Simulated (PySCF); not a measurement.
Delta-SCF ions had no search for a lower state. Excitations are Tamm–Dancoff values on a coarser integration grid. The basis has no diffuse functions, so Rydberg states are missing or too high.

Cartesian coordinates (Å):
```xyz
10

O     -1.0915    -1.1820    -0.2661
C     -0.5329    -0.0605     0.3901
O     -1.2270     1.1376     0.0744
Si     1.3134     0.0252    -0.1027
H     -2.0104    -1.2762     0.0184
H     -0.6467    -0.1484     1.4760
H     -1.1379     1.2988    -0.8739
H      1.9979    -1.2641     0.1397
H      1.9636     1.0951     0.6872
H      1.3715     0.3745    -1.5431
```
Charge 0, multiplicity 1.

Task: Give the S1 oscillator strength, S1–T1 gap (TDA) and vertical ionisation energy (Delta-SCF) at the level ωB97X-D3(BJ)/def2-TZVP // B3LYP-D3(BJ)/def2-TZVP (PySCF).

Result: 
```
Quantity                                   Value
--------------------------------------  --------
S1 oscillator strength                     0.008
S1–T1 gap (TDA)                          0.41 eV
vertical ionisation energy (Delta-SCF)  10.36 eV
```
